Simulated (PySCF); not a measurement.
One molecule, one basis, several functionals.

Compound: C₄H₁₀O₂S.
Bonds: C1–C2, C2–S3, S3–O4 (double), S3–O5 (double), S3–C6, C6–C7. Hydrogens: H8, H9, H10 on C1; H11, H12 on C2; H13, H14 on C6; H15, H16, H17 on C7.

Torsions of this conformer, `[CH3:1][CH2:2][S:3](=[O:4])(=[O:5])[CH2:6][CH3:7]`: C1–C2–S3–O4 -65°, C2–S3–C6–C7 180°.

PySCF, pcSseg-1 basis, density fitting, gas phase, PBE0-D3(BJ)/def2-SVP geometry. One functional is left out:

```json
{"functional": "OPBE", "exact exchange (%)": "0", "HOMO energy (eV)": "-6.63", "LUMO energy (eV)": "0.14", "dipole moment (D)": "4.071"}
{"functional": "PBE", "exact exchange (%)": "0", "HOMO energy (eV)": "-6.68", "LUMO energy (eV)": "-0.07", "dipole moment (D)": "4.113"}
{"functional": "B97-2", "exact exchange (%)": "21", "HOMO energy (eV)": "-7.85", "LUMO energy (eV)": "0.79", "dipole moment (D)": "4.389"}
{"functional": "PBE0", "exact exchange (%)": "25", "HOMO energy (eV)": "-8.12", "LUMO energy (eV)": "0.78", "dipole moment (D)": "4.406"}
```

Problem. Predict the row of mPW1PW91 (25 % exact exchange) by straight lines through the other rows, and check it.

Solution. 
```
         property   line  computed  computed − line  PBE0 (25 %), for comparison
 HOMO energy (eV)  -8.10     -8.16            -0.06                        -8.12
 LUMO energy (eV)   0.84      0.78            -0.06                         0.78
dipole moment (D)  4.422     4.433           +0.011                        4.406
```

Problem. Which of these properties follows the share of exact exchange most closely, and which least?

Solution. Most closely the HOMO energy, least the LUMO energy; the correlations over the tabulated rows are HOMO energy -0.999, dipole moment 0.992, LUMO energy 0.972. The HOMO energy moves by -0.580 eV for every 10 %. Functionals with the same share still differ in their other parts: at 0 % OPBE and PBE differ by 0.05 eV in it.
